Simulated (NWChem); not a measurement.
System: Si2H3F3; SMILES F[SiH]([SiH2]F)F

Here is an NWChem input.

```
start job
memory heap 200 mb stack 900 mb global 1100 mb
geometry units angstroms noautoz
  Si    -0.090122    -1.306880    -0.528619
  F      0.715743    -2.327034     0.478967
  Si    -0.003239     0.857814     0.390972
  F     -0.902056     1.811175    -0.588818
  F      1.534936     1.404804     0.332212
  H      0.566836    -1.326381    -1.879289
  H     -1.513876    -1.773738    -0.645679
  H     -0.498675     1.029022     1.794628
end
basis spherical
  * library cc-pvdz
end
dft
  xc b3lyp
  iterations 150
  mulliken
end
task dft energy
```

Excerpt of the output:

```
             Northwest Computational Chemistry Package (NWChem) 7.3.0
             --------------------------------------------------------

 C1  symmetry detected

                             Geometry "geometry" -> ""
                             -------------------------

 Output coordinates in angstroms (scale by  1.889725989 to convert to a.u.)

  No.       Tag          Charge          X              Y              Z
 ---- ---------------- ---------- -------------- -------------- --------------
    1 Si                  14.0000    -0.56323756     1.27397339     0.28756091
    2 F                    9.0000     0.54533037     2.36011225    -0.25717910
    3 Si                  14.0000     0.11031310    -0.87382861    -0.39973265
    4 F                    9.0000    -1.07161141    -1.90110424     0.07409947
    5 F                    9.0000     1.47276983    -1.29063954     0.39940028
    6 H                    1.0000    -0.62854975     1.34519402     1.78654239
    7 H                    1.0000    -1.90267313     1.62008627    -0.29968104
    8 H                    1.0000     0.35376605    -1.08262332    -1.86334278

 Effective nuclear repulsion energy (a.u.)     300.2949177621

                                 NWChem DFT Module
                                 -----------------

 Summary of "ao basis" -> "ao basis" (spherical)
 ------------------------------------------------------------------------------
       Tag                 Description            Shells   Functions and Types
 ---------------- ------------------------------  ------  ---------------------
 Si                         cc-pvdz                  8       18   4s3p1d
 F                          cc-pvdz                  6       14   3s2p1d
 H                          cc-pvdz                  3        5   2s1p

            General Information
            -------------------
          SCF calculation type: DFT
          Wavefunction type:  closed shell.
          No. of atoms     :     8
          No. of electrons :    58
           Alpha electrons :    29
            Beta electrons :    29
          Charge           :     0
          Spin multiplicity:     1
          Use of symmetry is: off; symmetry adaption is: off
          Maximum number of iterations: 150
          AO basis - number of functions:    93
                     number of shells:    43
          Convergence on energy requested:  1.00D-06
          Convergence on density requested:  1.00D-05
          Convergence on gradient requested:  5.00D-04

              XC Information
              --------------
                         B3LYP Method XC Potential
                     Hartree-Fock (Exact) Exchange  0.200
                        Slater Exchange Functional  0.800 local
                    Becke 1988 Exchange Functional  0.720 non-local
              Lee-Yang-Parr Correlation Functional  0.810
                  VWN I RPA Correlation Functional  0.190 local

             Grid Information
             ----------------
          Grid used for XC integration:  medium
          Radial quadrature: Mura-Knowles
          Angular quadrature: Lebedev.
          Tag              B.-S. Rad. Rad. Pts. Rad. Cut. Ang. Pts.
          ---              ---------- --------- --------- ---------
          Si                  1.10       88          10.0       590
          F                   0.50       49          11.0       434
          H                   0.35       45          11.0       434
          Grid pruning is: on
          Number of quadrature shells:   458
          Spatial weights used:  Erf1

      Superposition of Atomic Density Guess
      -------------------------------------

 Sum of atomic energies:        -877.31997142

      Non-variational initial energy
      ------------------------------

 Total energy =    -878.062104
 1-e energy   =   -1818.760453
 2-e energy   =     640.403431
 HOMO         =      -0.311100
 LUMO         =      -0.002111

     ---------------------------------------------
      Total Density - Mulliken Population Analysis
     ---------------------------------------------

    Atom       Charge   Shell Charges
 -----------   ------   -------------------------------------------------------
    1 Si  14    13.26   2.00  2.01  0.76  0.47  6.00  1.13  0.71  0.19
    2 F    9     9.58   2.00  0.91  1.01  3.51  2.15  0.00
    3 Si  14    12.75   2.00  2.01  0.73  0.39  6.00  0.92  0.43  0.26
    4 F    9     9.57   2.00  0.91  1.01  3.50  2.15  0.00
    5 F    9     9.57   2.00  0.91  1.01  3.51  2.14  0.00
    6 H    1     1.08   0.68  0.39  0.01
    7 H    1     1.08   0.68  0.39  0.01
    8 H    1     1.11   0.68  0.41  0.01

   convergence    iter        energy       DeltaE   RMS-Dens  Diis-err
 ---------------- ----- ----------------- --------- --------- ---------
 d= 0,ls=0.0,diis     1   -880.3821029404 -1.18D+03  1.75D-02  1.11D+00
 d= 0,ls=0.0,diis     2   -880.2415382745  1.41D-01  8.91D-03  3.05D+00
 d= 0,ls=0.0,diis     3   -880.5103316757 -2.69D-01  1.23D-03  1.77D-02
 d= 0,ls=0.0,diis     4   -880.5115756698 -1.24D-03  4.13D-04  2.21D-03
 d= 0,ls=0.0,diis     5   -880.5117592275 -1.84D-04  1.34D-04  6.71D-04
  Resetting Diis
 d= 0,ls=0.0,diis     6   -880.5118136216 -5.44D-05  2.72D-05  9.48D-06
 d= 0,ls=0.0,diis     7   -880.5118147821 -1.16D-06  7.82D-06  3.03D-07
 d= 0,ls=0.0,diis     8   -880.5118147703  1.19D-08  4.04D-06  5.60D-07

         Total DFT energy =     -880.511814770269
      One electron energy =    -1820.721279455633
           Coulomb energy =      714.444186176127
    Exchange-Corr. energy =      -74.529639252841
 Nuclear repulsion energy =      300.294917762078

 Numeric. integr. density =       57.999995916229

                       DFT Final Molecular Orbital Analysis
                       ------------------------------------

[...]
```

Level: B3LYP/cc-pVDZ. The geometry was optimised at PBE-D3(BJ)/def2-SVP.
